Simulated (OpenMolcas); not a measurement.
An atom or ion with 42 electrons was computed by MS-CASPT2, IPEA 0.25 Eh, imaginary shift 0.1 Eh with spin-orbit coupling (OpenMolcas, ANO-RCC-VTZP, DKH2). The lowest levels that the run gave, each within 12 % of the measured value where one is at hand:

```json
{"J": "4", "Parity": "even", "E (eV)": "0.0000", "g": "1.494"}
{"J": "3", "Parity": "even", "E (eV)": "0.318", "g": "1.496"}
{"J": "2", "Parity": "even", "E (eV)": "0.476", "g": "1.497"}
{"J": "1", "Parity": "even", "E (eV)": "0.593", "g": "1.498"}
{"J": "0", "Parity": "even", "E (eV)": "0.647", "g": ""}
{"J": "2", "Parity": "even", "E (eV)": "2.712", "g": "1.479"}
{"J": "4", "Parity": "even", "E (eV)": "2.717", "g": "1.023"}
{"J": "6", "Parity": "even", "E (eV)": "2.834", "g": "1.160"}
{"J": "5", "Parity": "even", "E (eV)": "2.870", "g": "1.079"}
{"J": "3", "Parity": "even", "E (eV)": "3.174", "g": "1.014"}
{"J": "4", "Parity": "even", "E (eV)": "3.250", "g": "1.016"}
{"J": "2", "Parity": "even", "E (eV)": "3.286", "g": "0.689"}
```

Task: Which ion is it, and what are the configurations and terms?

Result: Ag5+ (Z = 47, charge +5; active space 6 electrons in 5 orbitals (4d)). J, parity and g give the terms where levels are pure, and mixed ones are named by the computed weights; the size of the splittings, set against known spectra of the 42-electron sequence, gives the charge. In order, with the measured energies in eV (the list in Gamrath, thesis, University of Mons (2023)): 4d6 5D4, 4d6 5D3 (0.3338), 4d6 5D2 (0.4901), 4d6 5D1 (0.6126), 4d6 5D0 (0.6670), 4d6 3P2(1) (2.6088), 4d6 3H4 [35 %], 4d6 3H6 (2.6672), 4d6 3H5 [73 %] (2.7043), 4d6 3F3(1) (3.0303), 4d6 3H4 [52 %], 4d6 3F2(1) (3.1376).

Term energies are means over components that CASPT2 splits; among the terms shown or strongly mixed into the levels shown the widest spread is 330 cm-1 (4d6 3G). Terms from blocks run as CI alone lack orbitals of their own. Computed and measured levels are paired by configuration, term and J; levels that our copy of the source lacks, or whose pairing is in doubt (as where it misses far off the trend of its configuration), stay unpaired and out of the deviations. Only configurations of the active space appear.

A share in square brackets marks a mixed level and gives the weight of the term that names it. A number in round brackets counts repeated terms of one configuration in the order of the reference energies.
